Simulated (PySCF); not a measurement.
**Radial density of O (oxygen, neutral)**

UHF, [He] 2s1 2p5, high-spin 3P determinant (an excited configuration). All numbers are calculated (PySCF 2.14, no relativity, point nucleus, in aug-cc-pVDZ (4s3p2d, 23 functions)).

```json
{"r (bohr)": "0.00418", "4πr²ρ (e/bohr)": "0.06244", "4πr²(ρα − ρβ)": "0.0016"}
{"r (bohr)": "0.00704", "4πr²ρ (e/bohr)": "0.1696", "4πr²(ρα − ρβ)": "0.0044"}
{"r (bohr)": "0.0118", "4πr²ρ (e/bohr)": "0.4428", "4πr²(ρα − ρβ)": "0.0115"}
{"r (bohr)": "0.0199", "4πr²ρ (e/bohr)": "1.104", "4πr²(ρα − ρβ)": "0.0287"}
{"r (bohr)": "0.0335", "4πr²ρ (e/bohr)": "2.514", "4πr²(ρα − ρβ)": "0.0649"}
{"r (bohr)": "0.0563", "4πr²ρ (e/bohr)": "4.965", "4πr²(ρα − ρβ)": "0.1262"}
{"r (bohr)": "0.0947", "4πr²ρ (e/bohr)": "7.696", "4πr²(ρα − ρβ)": "0.1867"}
{"r (bohr)": "0.159", "4πr²ρ (e/bohr)": "8.123", "4πr²(ρα − ρβ)": "0.1905"}
{"r (bohr)": "0.268", "4πr²ρ (e/bohr)": "5.066", "4πr²(ρα − ρβ)": "0.2699"}
{"r (bohr)": "0.451", "4πr²ρ (e/bohr)": "3.286", "4πr²(ρα − ρβ)": "0.9827"}
{"r (bohr)": "0.758", "4πr²ρ (e/bohr)": "4.505", "4πr²(ρα − ρβ)": "1.9565"}
{"r (bohr)": "1.28", "4πr²ρ (e/bohr)": "3.428", "4πr²(ρα − ρβ)": "1.2689"}
{"r (bohr)": "2.15", "4πr²ρ (e/bohr)": "0.9393", "4πr²(ρα − ρβ)": "0.1310"}
{"r (bohr)": "3.61", "4πr²ρ (e/bohr)": "0.08281", "4πr²(ρα − ρβ)": "-0.0251"}
{"r (bohr)": "6.07", "4πr²ρ (e/bohr)": "0.002740", "4πr²(ρα − ρβ)": "-0.0026"}
```

Problem. Where is the radial spin density 4πr²(ρα − ρβ) most negative, and why is it negative at all?

Solution. Around r = 3.61 bohr, down to -0.0251 e/bohr: exchange with the open shell polarises the paired shells in an unrestricted calculation.
